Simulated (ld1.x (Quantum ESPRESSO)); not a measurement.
boron (B), TM: configuration errors across variants

* Element: boron (B)
* Generator: ld1.x (Quantum ESPRESSO) 7.5
* Type: norm-conserving Troullier–Martins (Kleinman–Bylander form)
* Functional: PBE
* Relativity: non-relativistic
* Frozen core: [He]
* Valence charge: 3
* Reference configuration: 2s2 2p0.5 (charge +0.5)
* Partial waves: 2s (bound): rc 1.30 bohr; 2p (bound): rc 2.65 bohr
* Local potential: the p channel
* Core correction: none

All-electron excitation energies from the reference (eV): (1) 2s2 2p1 -2.888; (2) 2s2 2p0 5.333; (3) 2s1 2p0 30.749; (4) 2s1 2p1 11.467; (5) 2s1 2p2 2.956; (6) 2s0 2p3 8.819; (7) 2s2 2p1.3 -3.627.

1 further variants failed, have other tests or too few solved ones, and are left out.

Errors AE − PS in meV (a dash: test not solved or not reliable):

| change | (1) | (2) | (3) | (4) | (5) | (6) | (7) | bound ghosts |
| --- | --- | --- | --- | --- | --- | --- | --- | --- |
| base | +3.9 | +19 | +108 | -30 | +17 | +14 | +4.4 | none |
| wave 2s (bound): rc 1.30 bohr becomes 2s (bound): rc 0.82 bohr | +5.4 | +22 | +103 | -19 | +49 | +183 | +7.1 | none |
| core correction a·sin(br)/r model core inside 0.78 bohr | +3.8 | +19 | +117 | -32 | +11 | +2.4 | +4.1 | none |
| all radii scaled by about 0.79 (s 1.02, p 2.10 bohr) | +3.3 | +13 | +78 | -7.3 | +28 | +70 | +4.9 | none |
| type ultrasoft; waves now 2s (bound): rcut 1.15, rcutus 1.30 bohr; 2s channel at -0.4 Ry: rcut 1.15, rcutus 1.30 bohr; 2p (bound): rcut 2.30, rcutus 2.65 bohr; 2p channel at 4.6 Ry: rcut 2.30, rcutus 2.65 bohr; local potential all-electron potential smoothed inside 1.85 bohr (lloc = -1); augmentation built from norm-conserving waves at rcut, not smoothed further | -6.7 | +15 | +91 | -39 | +7.8 | +22 | -21 | not determined |

(1) Give the same row for: wave 2p (bound): rc 2.65 bohr becomes 2p (bound): rc 3.52 bohr.

Results:

(1) +15, +54, +247, -91, +48, +35, +20; bound ghosts: none.
